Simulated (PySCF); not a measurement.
**Spinor energies of Lu⁵²⁺ (lutetium, charge +52)**

Start: [Ar] 3d1; 3d3/2 filled at m_j = +3/2. Calculated with PySCF 2.14 in an even-tempered Gaussian basis (15 s from 14 bohr⁻², ratio 2.8; 12 p from 18 bohr⁻², ratio 2.8; 8 d from 18 bohr⁻², ratio 2.8; 3 f from 56 bohr⁻², ratio 3): generalised Hartree-Fock with the X2C-1e Hamiltonian and a Gaussian nucleus; one run each with spin-orbit coupling (SO) switched off, then screened by Boettger's factors.

| spinor shell | electrons | ε, spin-free (eV) | ε, screened SO (eV) | weight of nominal j (screened SO) | rms radius, screened SO (bohr) |
| --- | --- | --- | --- | --- | --- |
| 1s1/2 | 2 | -67217.5 | -67200.0 | 1.000 | 0.0219 |
| 2s1/2 | 2 | -14431.7 | -14425.7 | 1.000 | 0.0876 |
| 2p1/2 | 2 | -13128.0 | -13937.7 | 1.000 | 0.0745 |
| 3s1/2 | 2 | -5533.9 | -5532.0 | 1.000 | 0.215 |
| 3p1/2 | 2 | -5130.0 | -5337.5 | 1.000 | 0.204 |
| 3p3/2 | 4 | -5130.0 | -5042.3 | 1.000 | 0.217 |
| 3d3/2 | 1 | -4769.5 | -4807.6 | 1.000 | 0.185 |

Where does 2p3/2 lie, and what is the 2p spin-orbit splitting (screened SO)?

At -12791.9 eV, 1145.8 eV above 2p1/2.

```
   quantity     spin-free   screened SO
E (hartree)  -11955.61569  -11971.09859
        M_J           3/2           3/2
       ⟨J²⟩         3.953         3.750
       ⟨L²⟩         6.000         6.047
       ⟨S²⟩         0.750         0.797
```

Each row is a mean over spinors that exchange with the open shell spreads, by up to 24.232 eV (3p1/2).

Breit and QED terms are absent; they matter most for the inner s and p1/2 levels.

Densities and radii are taken from the X2C orbitals without a picture-change correction, which distorts them close to the nucleus.

Without spin-orbit coupling the j labels of p, d and f shells carry no meaning; the spin-free column gives the mean over the occupied spinors of each nl shell, and its ⟨J²⟩ belongs to a mixture of degenerate components.
